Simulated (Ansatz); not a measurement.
Cost and result for the atomization energy of C2H8ClNOSn, SMILES `C[O][Sn]([CH3])([NH2])[Cl]` (14 atoms, 13 bonds).

Cartesian coordinates in Å:
```
C 1.1766 -1.4103 1.4814
O 1.3230 -0.3313 0.5900
Sn -0.1134 0.1775 -0.6299
C -1.8008 1.0344 0.3211
N 0.8536 1.3849 -1.9026
Cl -0.8255 -1.8272 -1.6330
H 0.4195 -1.2137 2.2528
H 0.9091 -2.3422 0.9689
H 2.1344 -1.5638 1.9862
H -1.4877 1.9216 0.8703
H -2.2334 0.3043 1.0035
H -2.5390 1.3072 -0.4323
H 0.3888 1.5027 -2.7937
H 1.7946 1.0558 -2.0826
```

The species carries charge 0 and has multiplicity 1. Correlated methods include outer-core shells of Sn, which these sets cover unevenly. Sn takes the def2 core potential. Geometry: relaxed with PBE0-D4/def2-TZVP. It is one conformer, not always the lowest. Program: Ansatz. All runs use 2 threads of an AMD EPYC 7R13 on a shared host and a share of an NVIDIA H100 80 GB. Times are those of one run each, without the atoms' runs, and a repeat can differ threefold. Electronic energies, without spin–orbit coupling; frozen cores. CCSD(T)/CBS adds CCSD(T) − MP2 in def2-TZVPP to the MP2 limit, and its time is that of the two runs behind it. T1 = 0.012. With those shells the extrapolation isn't a true limit. B3LYP takes the VWN-RPA correlation (the form of Gaussian; ORCA's B3LYP/G).

CCSD(T)/CBS is a level of theory with its own doubt, some kJ/mol a heavy atom from the limit and from the frozen cores, so smaller differences don't rank the functionals.

| level | functions | wall time |
| --- | --- | --- |
| B2PLYP/def2-TZVPP | 328 | 8.5 s |
| PBE0-D4/def2-TZVPP | 328 | 9 s |
| PBE-D4/def2-TZVPP (with forces) | 328 | 12 s |
| B3LYP-D4/def2-TZVPP (with forces) | 328 | 12 s |
| MP2/def2-QZVPP | 620 | 13 s |
| ωB97X-V/def2-TZVPP | 328 | 15 s |
| r2SCAN-D4/def2-TZVPP (with forces) | 328 | 15 s |
| ωB97M-V/def2-TZVPP (with forces) | 328 | 17 s |
| CCSD(T)/def2-TZVPP | 328 | 25 s |
| CCSD(T)/CBS(def2) | – | 38 s |

(1) What atomization energy does each give, and how far from CCSD(T)/CBS? (Estimate.)

Results:

(1) The calculation gave: 
```
                             level  atomization (kJ/mol)  difference from CCSD(T)/CBS  per bond
                 B2PLYP/def2-TZVPP                4829.0                        -95.7      -7.4
                PBE0-D4/def2-TZVPP                4883.0                        -41.7      -3.2
   PBE-D4/def2-TZVPP (with forces)                4981.4                         56.7       4.4
 B3LYP-D4/def2-TZVPP (with forces)                4882.1                        -42.6      -3.3
                    MP2/def2-QZVPP                4924.9                          0.2       0.0
                ωB97X-V/def2-TZVPP                4915.6                         -9.1      -0.7
r2SCAN-D4/def2-TZVPP (with forces)                4890.0                        -34.7      -2.7
  ωB97M-V/def2-TZVPP (with forces)                4903.0                        -21.7      -1.7
                CCSD(T)/def2-TZVPP                4771.0                       -153.7     -11.8
                 CCSD(T)/CBS(def2)                4924.7                          0.0       0.0
```

From PBE to PBE0 (25 % exact exchange), in def2-TZVPP and without D4, the atomization energy moves by −94.0 kJ/mol: exact exchange takes away binding that semilocal exchange gives to molecules. The D4 term adds +52.0 kJ/mol with B3LYP and +28.1 kJ/mol with PBE0; it sums over pairs of atoms, weighted by their polarisabilities, and B3LYP, whose exchange is more repulsive, gets the larger term. In def2-TZVPP, CCSD(T) changes the Hartree–Fock value by +1332.8 kJ/mol (the triples alone add +81.3 kJ/mol) and MP2 by +1394.7 kJ/mol; breaking electron pairs costs correlation energy, which Hartree–Fock lacks.

Spin–orbit coupling would lower the free Sn atoms strongly, and the atomization energy with them, by more than many differences here. For some Ge, Se and Sn compounds the MP2-based and the directly extrapolated limit differ by 10 to 25 kJ/mol.
